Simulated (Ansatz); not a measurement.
C$_{6}$H$_{16}$Cl$_{2}$N$_{2}$Sn, SMILES `CC(C)[NH][Sn]([Cl])([Cl])[NH]C(C)C` at its PBE0-D4/def2-TZVP geometry, where that method's forces vanish. The species carries charge 0 and has multiplicity 1. Sn: def2 effective core potential.

| atom | x (Å) | y (Å) | z (Å) |
| --- | --- | --- | --- |
| C1 | -0.429 | 1.245 | -1.919 |
| C2 | -1.753 | 1.403 | -1.196 |
| C3 | -2.082 | 2.867 | -0.961 |
| N4 | -1.690 | 0.728 | 0.102 |
| Sn5 | -1.237 | -1.217 | 0.197 |
| Cl6 | -2.157 | -1.882 | 2.235 |
| Cl7 | -2.222 | -2.427 | -1.539 |
| N8 | 0.697 | -1.705 | 0.056 |
| C9 | 1.571 | -1.583 | 1.225 |
| C10 | 1.534 | -0.158 | 1.744 |
| C11 | 2.978 | -1.985 | 0.818 |
| H12 | 0.383 | 1.666 | -1.322 |
| H13 | -0.191 | 0.195 | -2.117 |
| H14 | -0.458 | 1.756 | -2.884 |
| H15 | -2.542 | 0.974 | -1.832 |
| H16 | -2.151 | 3.403 | -1.910 |
| H17 | -3.039 | 2.978 | -0.444 |
| H18 | -1.307 | 3.336 | -0.349 |
| H19 | -2.523 | 0.909 | 0.652 |
| H20 | 0.786 | -2.618 | -0.376 |
| H21 | 1.247 | -2.250 | 2.038 |
| H22 | 1.856 | 0.539 | 0.967 |
| H23 | 0.529 | 0.137 | 2.064 |
| H24 | 2.192 | -0.051 | 2.609 |
| H25 | 3.658 | -1.920 | 1.670 |
| H26 | 3.002 | -3.014 | 0.449 |
| H27 | 3.345 | -1.329 | 0.024 |

Question: For each bond, give half the difference of the two atoms' forces along it (eV/Å; positive pushes the atoms apart) under PBE-D4, r2SCAN-D4, B3LYP-D4, ωB97M-V in def2-TZVPP. (Best estimate.)

Answer: The calculation gave: 
```json
{"bond": "C1–C2", "length (Å)": "1.516", "PBE-D4": "0.00", "r2SCAN-D4": "0.07", "B3LYP-D4": "0.14", "ωB97M-V": "0.11"}
{"bond": "C1–H13", "length (Å)": "1.095", "PBE-D4": "0.09", "r2SCAN-D4": "-0.03", "B3LYP-D4": "-0.10", "ωB97M-V": "-0.06"}
{"bond": "C1–H14", "length (Å)": "1.092", "PBE-D4": "0.09", "r2SCAN-D4": "-0.04", "B3LYP-D4": "-0.08", "ωB97M-V": "-0.07"}
{"bond": "C2–C3", "length (Å)": "1.519", "PBE-D4": "0.03", "r2SCAN-D4": "0.09", "B3LYP-D4": "0.13", "ωB97M-V": "0.09"}
{"bond": "C2–N4", "length (Å)": "1.464", "PBE-D4": "0.03", "r2SCAN-D4": "0.15", "B3LYP-D4": "0.14", "ωB97M-V": "0.22"}
{"bond": "C3–H16", "length (Å)": "1.092", "PBE-D4": "0.10", "r2SCAN-D4": "-0.03", "B3LYP-D4": "-0.07", "ωB97M-V": "-0.08"}
{"bond": "C3–H17", "length (Å)": "1.093", "PBE-D4": "0.09", "r2SCAN-D4": "-0.04", "B3LYP-D4": "-0.07", "ωB97M-V": "-0.06"}
{"bond": "C3–H18", "length (Å)": "1.093", "PBE-D4": "0.10", "r2SCAN-D4": "-0.03", "B3LYP-D4": "-0.06", "ωB97M-V": "-0.06"}
{"bond": "Sn5–Cl7", "length (Å)": "2.334", "PBE-D4": "0.17", "r2SCAN-D4": "0.07", "B3LYP-D4": "0.16", "ωB97M-V": "-0.03"}
{"bond": "N8–C9", "length (Å)": "1.464", "PBE-D4": "0.03", "r2SCAN-D4": "0.15", "B3LYP-D4": "0.14", "ωB97M-V": "0.22"}
{"bond": "C9–C10", "length (Å)": "1.516", "PBE-D4": "0.00", "r2SCAN-D4": "0.07", "B3LYP-D4": "0.14", "ωB97M-V": "0.11"}
{"bond": "C10–H24", "length (Å)": "1.092", "PBE-D4": "0.09", "r2SCAN-D4": "-0.04", "B3LYP-D4": "-0.08", "ωB97M-V": "-0.07"}
{"bond": "C11–H25", "length (Å)": "1.092", "PBE-D4": "0.10", "r2SCAN-D4": "-0.03", "B3LYP-D4": "-0.07", "ωB97M-V": "-0.08"}
{"bond": "C11–H26", "length (Å)": "1.093", "PBE-D4": "0.09", "r2SCAN-D4": "-0.04", "B3LYP-D4": "-0.07", "ωB97M-V": "-0.06"}
```

B3LYP here is the variant with VWN-RPA as its local correlation; programs differ in this.

Program: Ansatz 0.2.0.
